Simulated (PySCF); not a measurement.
## NaHg⁺: energy against distance

Set-up: PySCF, scalar-relativistic core potentials, basis sets Na def2-SVP, Hg def2-SVP with ECP60. Energies in eV from Na⁺ + Hg in their ground configurations at the same level. State: ¹Σ⁺ (singlet), closed shell.

All columns are PBE0. A positive dipole points towards Hg; it is taken about the centre of mass and depends on that origin.

```csv
R (Å),E (eV),μ (D),Mulliken charge on Na (basis-dependent),HOMO (eV),LUMO (eV),Mayer bond order,⟨S²⟩
2.663,-0.202,-8.79,0.92,-12.90,-6.19,0.18,0.00
2.787,-0.284,-9.31,0.89,-12.74,-6.22,0.22,0.00
2.911,-0.326,-9.87,0.87,-12.58,-6.24,0.25,0.00
3.004,-0.340,-10.30,0.87,-12.46,-6.26,0.26,0.00
3.097,-0.343,-10.74,0.87,-12.34,-6.27,0.26,0.00
3.190,-0.339,-11.19,0.87,-12.22,-6.29,0.25,0.00
3.314,-0.324,-11.81,0.88,-12.06,-6.30,0.23,0.00
3.469,-0.299,-12.59,0.89,-11.87,-6.32,0.21,0.00
3.655,-0.263,-13.55,0.91,-11.66,-6.35,0.17,0.00
3.902,-0.215,-14.83,0.93,-11.39,-6.37,0.13,0.00
```

A fit through these points gives, at Re = 3.083 Å, μ = -10.68 D and dμ/dR = -4.80 D/Å; the reduced mass is 20.64 u.

Problem. How strong is the fundamental in the double-harmonic approximation, I = 42.26·(dμ/dR)²/μred km/mol?

Solution. I = 42.26·(-4.80)²/20.64 = 47.2 km/mol at PBE0.

Closed-shell solutions of metal pairs were not tested for spin polarisation, which can lower them a little. The bond is weak. Basis-set superposition, not corrected here, can be much of De in a small basis, most of all at correlated wavefunction levels. Spin–orbit coupling is left out. For an ion De counts to the pair picked by the measured ionisation energies or electron affinities, which need not be the lowest pair at this level.
